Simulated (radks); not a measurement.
Q: All-electron atom: Tb4+ in [Kr] 4d10 4f(5/2: 6, 7/2: 2) 5s2 5p(1/2: 2, 3/2: 3) (not the ground configuration). Method: Dirac Kohn-Sham, PBE, spin-unpolarised, spherical densities, finite nucleus; Fermi nuclear charge, rms radius 5.06 fm; computed with a radial shooting solver on a logarithmic mesh with Libxc functionals. Some entries of the table are withheld. Estimate them.

orbital  occ.  eigenvalue (eV)  <r^2> (bohr^2)  <1/r> (bohr^-1)
1s1/2       2        -51842.95       0.0006317            73.09
2s1/2       2              (1)        0.009830              (2)
2p1/2       2              (3)        0.007124            17.45
2p3/2       4              (4)        0.008355            15.35
3s1/2       2        -1951.227         0.06538            6.377
3p1/2       2        -1765.870         0.06080            6.293
3p3/2       4        -1611.763         0.06781            5.760
3d3/2       4        -1292.256         0.05394            5.639
3d5/2       6        -1258.637         0.05590            5.507
4s1/2       2        -424.6601          0.3306            2.666
4p1/2       2        -351.9799          0.3471            2.559
4p3/2       4        -317.5936          0.3855            2.377
4d3/2       4        -197.8127          0.4399            2.159
4d5/2       6        -191.5810          0.4549            2.114
5s1/2       2         -90.8514           1.846            1.039
5p1/2       2         -70.1711           2.249              (5)
5p3/2       3         -65.0630           2.507              (6)
4f5/2       6         -49.6550          0.8308            1.600
4f7/2       2         -48.7923          0.8522            1.582

A: 
(1) 2s1/2 eigenvalue (eV): -8629.372
(2) 2s1/2 <1/r> (bohr^-1): 17.47
(3) 2p1/2 eigenvalue (eV): -8203.395
(4) 2p3/2 eigenvalue (eV): -7456.834
(5) 5p1/2 <1/r> (bohr^-1): 0.9328
(6) 5p3/2 <1/r> (bohr^-1): 0.8740
